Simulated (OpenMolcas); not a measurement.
# A ladder of methods for InHCl2 (InCl2H)

The species is InHCl2 (4 atoms), meant as a singlet with charge 0. As SMILES, `[H][In]([Cl])[Cl]`. The shape comes from GFN2-xTB, which is rough for such elements, and wasn't checked as a minimum.

Each level gives the vertical ionisation energy (to the doublet cation) (eV). The values are calculated.

| level | kind | program | value (eV) | CPU time (all runs) |
| --- | --- | --- | --- | --- |
| HF/def2-SVPD (core potential) | Hartree–Fock | OpenMolcas | 11.28 | 27 s |
| PBE/def2-SVPD (core potential) | GGA | OpenMolcas | 10.64 | 97 s |
| revPBE/def2-SVPD (core potential) | GGA | OpenMolcas | 10.60 | 63 s |
| M06-L/def2-SVPD (core potential) | meta-GGA | OpenMolcas | 10.86 | 79 s |
| TPSS/def2-SVPD (core potential) | meta-GGA | OpenMolcas | 10.73 | 98 s |
| r2SCAN/def2-SVPD (core potential) | meta-GGA | OpenMolcas | 10.89 | 80 s |
| BHLYP/def2-SVPD (core potential) | global hybrid | OpenMolcas | 11.37 | 72 s |
| PBE0/def2-SVPD (core potential) | global hybrid | OpenMolcas | 11.10 | 62 s |

Spin-orbit coupling, which can split open shells on such heavy atoms by tenths of an eV, is left out. The values span 10.60 to 11.37 eV. Times are those of the runs behind each value, whatever else they computed, on shared processors of several kinds: orders of magnitude only.
